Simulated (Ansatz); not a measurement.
Reaction (silylene formation by 1,1-elimination): `C[Si](F)(Cl)I` → `FI` + `C[Si]Cl`

Computed with Ansatz on PBE0-D4/def2-TZVP structures; ΔE is electronic, products minus reactants. CCSD(T)/CBS is the MP2 limit (def2-TZVPP, def2-QZVPP) plus CCSD(T) − MP2 in def2-TZVPP, frozen cores. Functionals use def2-TZVPP. B3LYP here is the variant with VWN-RPA as its local correlation; programs differ in this. HSE06 is defined as in plane-wave codes. Elements past krypton have def2 core potentials. For I outer-core shells are correlated without core-valence functions, which leaves a few kJ/mol of doubt a bond.

| level | ΔE (kJ/mol) | difference from CCSD(T)/CBS |
| --- | --- | --- |
| LDA (SPW92) | 590.3 | 6.3 |
| revPBE-D4 | 546.4 | -37.6 |
| BLYP-D4 | 528.3 | -55.7 |
| B97M-V | 562.5 | -21.5 |
| PBE0-D4 | 586.7 | 2.7 |
| B3LYP-D4 | 559.4 | -24.6 |
| r2SCANh-D4 | 605.0 | 21.0 |
| r2SCAN0-D4 | 615.7 | 31.7 |
| HSE06-D4 | 586.6 | 2.6 |
| CAM-B3LYP-D4 | 572.8 | -11.2 |
| ωB97X-V | 582.4 | -1.6 |
| ωB97M-V | 570.8 | -13.2 |
| B2PLYP | 569.8 | -14.2 |
| PBE-QIDH | 614.0 | 30.0 |
| PBE | 542.2 | -41.8 |
| revPBE | 522.9 | -61.1 |
| BLYP | 504.7 | -79.3 |
| r2SCAN | 594.7 | 10.7 |
| PBE0 | 576.3 | -7.7 |
| B3LYP | 540.3 | -43.7 |
| r2SCANh | 601.9 | 17.9 |
| r2SCAN0 | 612.1 | 28.1 |
| HSE06 | 576.7 | -7.3 |
| BHLYP | 577.2 | -6.8 |
| CAM-B3LYP | 561.7 | -22.3 |
| LC-ωPBE | 589.9 | 5.9 |
| RPA@PBE/def2-TZVPP | 542.0 | -42.0 |
| HF/def2-SVP | 580.8 | -3.2 |
| MP2/def2-SVP | 602.4 | 18.4 |
| CCSD/def2-SVP | 565.6 | -18.4 |
| CCSD(T)/def2-SVP | 563.8 | -20.2 |
| MP2/def2-TZVPP | 621.8 | 37.8 |
| SCS-MP2/def2-TZVPP | 594.8 | 10.8 |
| CCSD/def2-TZVPP | 581.8 | -2.2 |
| CCSD(T)/def2-TZVPP | 580.9 | -3.1 |
| HF/def2-QZVPP | 581.0 | -3.0 |
| MP2/def2-QZVPP | 621.6 | 37.6 |
| HF/CBS(def2) | 580.2 | -3.8 |
| MP2/CBS(def2) | 625.0 | 41.0 |
| CCSD/CBS(def2) | 585.0 | 1.0 |
| CCSD(T)/CBS | 584.0 | 0 |

(1) What do rigid-rotor, harmonic-oscillator terms from PBE0-D4/def2-TZVP frequencies (298.15 K, 1 bar) make of the CCSD(T)/CBS value? (Best estimate.)

Largest T1 diagnostic among the species: 0.012.

Results:

(1) Ansatz gave: ΔZPE = -12.3 kJ/mol, ΔH = +574.4 kJ/mol, ΔS = 165 J/(mol·K), ΔG = +525.1 kJ/mol.

From BLYP to BHLYP (50 % exact exchange), in def2-TZVPP and without D4, ΔE moves by +72.4 kJ/mol. Leaving LDA and LC-ωPBE aside and taking each functional with its dispersion term where it has one, the values spread over 87.3 kJ/mol, from BLYP-D4 to r2SCAN0-D4. LDA lies +48.2 kJ/mol from PBE without D4. At CCSD(T), def2-SVP lies −20.2 kJ/mol from the extrapolated value and def2-TZVPP −3.1 kJ/mol.

CCSD(T)/CBS has its own doubt, a few kJ/mol and more with outer-core shells, so smaller differences from it don't rank the levels.
